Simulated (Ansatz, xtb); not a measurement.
**Two isomers of C5H9NS**

Structure X: `C[C@@H]1CNC(=S)C1`, a singlet. Structure Y: `C[C@@H]1CN=C(S)C1`, a singlet. Both are isolated molecules in the gas phase, relaxed with PBE-D3(BJ)/def2-SVP, each in the lowest conformer that the search found.

Quicker runs give these differences E(Y) − E(X): GFN2-xTB +39.0 kJ/mol; HF/STO-3G −32.9 kJ/mol (at GFN2-xTB geometries); r2SCAN-D4/def2-SVP +60.5 kJ/mol (at GFN2-xTB geometries).

**Question.** Estimate which is lower in electronic energy at CCSD(T)/def2-SVP + ΔMP2/def2-TZVPP, and by roughly how much.

**Answer.** The CCSD(T)/def2-SVP + ΔMP2/def2-TZVPP calculation puts structure X lower, by 38.1 kJ/mol.

Level by level:

```tsv
level	geometry	E(Y) − E(X) (kJ/mol)	departure from the last row (kJ/mol)	job, with rough time for the two
GFN2-xTB	GFN2-xTB	+39.0	+0.9	optimisation, 0.17 s
HF/STO-3G	GFN2-xTB	−32.9	−71.0	single point, 0.56 s
r2SCAN-D4/def2-SVP	GFN2-xTB	+60.5	+22.4	single point, 7.5 s
PBE-D3(BJ)/def2-SVP	PBE-D3(BJ)/def2-SVP	+55.5	+17.4	optimisation, 49 s
HF/def2-SVP	PBE-D3(BJ)/def2-SVP	+58.6	+20.6	part of the CCSD(T) run
MP2/def2-SVP	PBE-D3(BJ)/def2-SVP	+45.2	+7.1	part of the CCSD(T) run
CCSD(T)/def2-SVP	PBE-D3(BJ)/def2-SVP	+40.4	+2.4	single point
CCSD(T)/def2-SVP + ΔMP2/def2-TZVPP	PBE-D3(BJ)/def2-SVP	+38.1		single point, 2.5 min
```

As drawn, Y has 1 C=N, 1 C–S, 1 S–H in place of 1 C–N, 1 C=S, 1 N–H.

HF/STO-3G puts the two in the other order. The largest departure from CCSD(T)/def2-SVP + ΔMP2/def2-TZVPP is that of HF/STO-3G, 71.0 kJ/mol. The last row adds to CCSD(T) the change of the MP2 difference between the two basis sets, here −2.4 kJ/mol.

With thermal terms from frequencies at re-optimised GFN2-xTB minima (ideal gas, soft modes damped towards free rotors, one conformer each, 298.15 K, 1 atm): on the last row, ΔE + ΔZPE = +29.0, ΔH = +29.4, ΔG = +29.0 kJ/mol.

The correlated steps freeze 11 core orbitals. Programs: Ansatz 0.2.0, xtb 6.7.1; the last row on 2 threads of Arm Neoverse V2 on a shared host.
